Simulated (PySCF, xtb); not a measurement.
PbI₃, SMILES [I][Pb-]([I])[I], charge -1.

Harmonic wavenumbers (cm⁻¹) from GFN2-xTB (xtb) at its own minimum, in rising order: 42, 42, 54, 149, 149, 156.

Problem. What does PBE-D3(BJ)/def2-SVPD (PySCF) give at its own minimum? (Estimate from the structure and the level; the computed values follow.)

Solution. 33, 33, 40, 125, 125, 130. Paired by order, the mean absolute difference is 18 cm⁻¹ and the zero-point energies are 0.8 and 0.7 kcal/mol.
